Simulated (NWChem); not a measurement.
The numbers come from NWChem runs, not from measurements. System: C$_{3}$H$_{7}$O$_{2}$, charge 0, spin multiplicity 2, at a geometry optimised with UB3LYP/def2-SVP. The structure started from a generated list of species. Its SCF solution wasn't tested for a lower state.

Input file:

```
start mol
memory heap 200 mb stack 900 mb global 1100 mb
geometry units angstroms nocenter noautoz noautosym
  C      2.016337     0.385361     0.015582
  O      1.135008    -0.624254    -0.405155
  C     -0.177049    -0.200220    -0.669743
  C     -1.026192    -0.055185     0.612904
  O     -2.301351     0.333698     0.392015
  H      2.095097     1.200356    -0.731654
  H      1.722339     0.840338     0.983136
  H      3.008599    -0.071230     0.143073
  H     -0.640820    -0.972498    -1.303935
  H     -0.202673     0.755868    -1.229687
  H     -0.942460    -0.968702     1.247025
  H     -0.587915     0.760573     1.244711
end
basis spherical
  * library def2-tzvp
end
dft
  xc slater vwn_5
  odft
  mult 2
  semidirect memsize 60000000 filesize 0
  iterations 100
end
task dft energy
```

The output up to the point where the run's verdict is printed (cleaned and shortened):

```
             Northwest Computational Chemistry Package (NWChem) 7.3.0
             --------------------------------------------------------

                                NWChem Input Module
                                -------------------

 Scaling coordinates for geometry "geometry" by  1.889725989
 (inverse scale =  0.529177249)

                             Geometry "geometry" -> ""
                             -------------------------

 Output coordinates in angstroms (scale by  1.889725989 to convert to a.u.)

  No.       Tag          Charge          X              Y              Z
 ---- ---------------- ---------- -------------- -------------- --------------
    1 C                    6.0000     2.01633700     0.38536100     0.01558200
    2 O                    8.0000     1.13500800    -0.62425400    -0.40515500
    3 C                    6.0000    -0.17704900    -0.20022000    -0.66974300
    4 C                    6.0000    -1.02619200    -0.05518500     0.61290400
    5 O                    8.0000    -2.30135100     0.33369800     0.39201500
    6 H                    1.0000     2.09509700     1.20035600    -0.73165400
    7 H                    1.0000     1.72233900     0.84033800     0.98313600
    8 H                    1.0000     3.00859900    -0.07123000     0.14307300
    9 H                    1.0000    -0.64082000    -0.97249800    -1.30393500
   10 H                    1.0000    -0.20267300     0.75586800    -1.22968700
   11 H                    1.0000    -0.94246000    -0.96870200     1.24702500
   12 H                    1.0000    -0.58791500     0.76057300     1.24471100

 Effective nuclear repulsion energy (a.u.)     181.0735566208

            Nuclear Dipole moment (a.u.)
            ----------------------------
        X                 Y               Z
 ---------------- ---------------- ----------------
    -0.0000018897    -0.0000132281     0.0000132281


 Summary of "ao basis" -> "" (spherical)
 ------------------------------------------------------------------------------
       Tag                 Description            Shells   Functions and Types
[...]
 d= 0,ls=0.5,diis    75   -266.8023139918  5.28D-05  1.30D-05  3.54D-04   466.1
                                                     1.84D-05  1.03D-04
 d= 0,ls=0.5,diis    76   -266.8023696325 -5.56D-05  1.19D-05  1.18D-04   473.0
                                                     1.71D-05  6.17D-05
 d= 0,ls=0.5,diis    77   -266.8023579958  1.16D-05  1.26D-05  2.31D-04   479.2
                                                     1.64D-05  8.85D-05
 d= 0,ls=0.5,diis    78   -266.8023477529  1.02D-05  3.56D-05  3.13D-04   485.5
                                                     2.45D-05  1.16D-04
 d= 0,ls=0.5,diis    79   -266.8024331125 -8.54D-05  2.16D-05  1.81D-05   491.7
                                                     2.06D-05  2.44D-05
 d= 0,ls=0.5,diis    80   -266.8024551143 -2.20D-05  1.04D-05  8.61D-06   497.8
                                                     1.95D-05  8.58D-06
 d= 0,ls=0.5,diis    81   -266.8024696215 -1.45D-05  1.37D-05  2.96D-07   503.9
                                                     1.77D-05  6.79D-06
 d= 0,ls=0.5,diis    82   -266.8024761761 -6.55D-06  1.34D-05  2.80D-05   510.1
                                                     1.62D-05  1.19D-05
 d= 0,ls=0.5,diis    83   -266.8024794436 -3.27D-06  1.35D-05  5.98D-05   516.2
                                                     1.56D-05  2.00D-05
 d= 0,ls=0.5,diis    84   -266.8024792018  2.42D-07  7.59D-06  9.57D-05   522.4
                                                     1.44D-05  3.35D-05
 d= 0,ls=0.5,diis    85   -266.8024873956 -8.19D-06  1.19D-05  8.99D-05   528.5
                                                     1.44D-05  3.63D-05
 d= 0,ls=0.5,diis    86   -266.8024817536  5.64D-06  7.83D-06  1.47D-04   534.6
                                                     1.40D-05  5.38D-05
 d= 0,ls=0.5,diis    87   -266.8025071760 -2.54D-05  4.82D-06  6.12D-05   540.8
                                                     1.32D-05  3.51D-05
 d= 0,ls=0.5,diis    88   -266.8025090937 -1.92D-06  3.93D-06  9.12D-05   546.9
                                                     1.28D-05  4.25D-05
 d= 0,ls=0.5,diis    89   -266.8025167001 -7.61D-06  1.40D-05  9.35D-05   553.1
                                                     1.55D-05  4.06D-05
 d= 0,ls=0.5,diis    90   -266.8025444867 -2.78D-05  1.24D-05  1.53D-05   559.2
                                                     1.57D-05  1.54D-05
 d= 0,ls=0.5,diis    91   -266.8025584476 -1.40D-05  5.91D-06  1.49D-06   565.3
                                                     1.44D-05  5.80D-06
 d= 0,ls=0.5,diis    92   -266.8025658533 -7.41D-06  5.36D-06  4.68D-06   571.4
                                                     1.35D-05  5.99D-06
 d= 0,ls=0.5,diis    93   -266.8025721553 -6.30D-06  3.46D-06  9.45D-06   577.4
                                                     1.26D-05  6.68D-06
 d= 0,ls=0.5,diis    94   -266.8025786166 -6.46D-06  2.39D-06  1.01D-05   583.5
                                                     1.22D-05  7.28D-06
 d= 0,ls=0.5,diis    95   -266.8025853054 -6.69D-06  6.67D-06  8.70D-06   589.5
                                                     1.21D-05  6.96D-06
 d= 0,ls=0.5,diis    96   -266.8025886140 -3.31D-06  4.64D-06  1.91D-05   595.6
                                                     1.15D-05  1.06D-05
 d= 0,ls=0.5,diis    97   -266.8025929147 -4.30D-06  1.05D-05  2.17D-05   601.6
                                                     1.17D-05  1.30D-05
 d= 0,ls=0.5,diis    98   -266.8025894904  3.42D-06  5.88D-06  5.61D-05   607.7
                                                     1.05D-05  2.41D-05
 d= 0,ls=0.5,diis    99   -266.8025924163 -2.93D-06  4.23D-06  5.52D-05   613.7
                                                     1.05D-05  2.82D-05
 d= 0,ls=0.5,diis   100   -266.8026038531 -1.14D-05  3.58D-06  2.84D-05   620.6
                                                     1.05D-05  1.93D-05
```

Convergence was not reached. The next line reads: Calculation failed to converge. NWChem stopped with the message: dft energy failed.
